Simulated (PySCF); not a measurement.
**Ge⁺ (germanium, charge +1): UHF calculation**

Configuration: [Ar] 3d10 4s2 4p1, 2P determinant. Calculation: PySCF 2.14, in aug-cc-pVDZ-DK (6s5p3d, 36 functions); scalar relativity by spin-free X2C-1e.

```json
{
  "Total energy": "-2096.687206 hartree",
  "One-electron energy": "-2911.8283 hartree",
  "Hartree (Coulomb) energy": "893.5099 hartree",
  "Exchange energy": "-78.3687 hartree",
  "⟨S²⟩": "0.7596",
  "⟨L²⟩": "2.029",
  "Sum of ⟨r⟩": "20.76 bohr",
  "Sum of ⟨r²⟩": "28.66 bohr²",
  "Traceless quadrupole moment −½Σ⟨3z² − r²⟩ along its main axis": "-3.20 e·bohr²",
  "Langevin diamagnetic susceptibility": "-22.7 ×10⁻⁶ cm³/mol",
  "Time after the integrals": "0.08 s of wall time on 1 thread of Neoverse-V2 (shared host)"
}
```

```tsv
shell	electrons	mean orbital energy (eV)	spread (eV)	rms radius, mean of both spins (bohr)
1s α	1	-11188.1	0	0.0542
1s β	1	-11188.1	0	0.0542
2s α	1	-1463.4	0	0.227
2s β	1	-1463.4	0	0.227
2p α	3	-1275.5	0.042	0.203
2p β	3	-1275.4	0.129	0.203
3s α	1	-210.85	0	0.667
3s β	1	-210.73	0	0.667
3p α	3	-151.11	0	0.701
3p β	3	-150.94	0.477	0.701
3d α	5	-52.725	0.306	0.815
3d β	5	-52.623	0.505	0.815
4s α	1	-24.618	0	2.24
4s β	1	-22.318	0	2.24
4p α	1	-15.537	0	2.79
```

Densities and radii are taken from the X2C orbitals without a picture-change correction, which distorts them close to the nucleus.
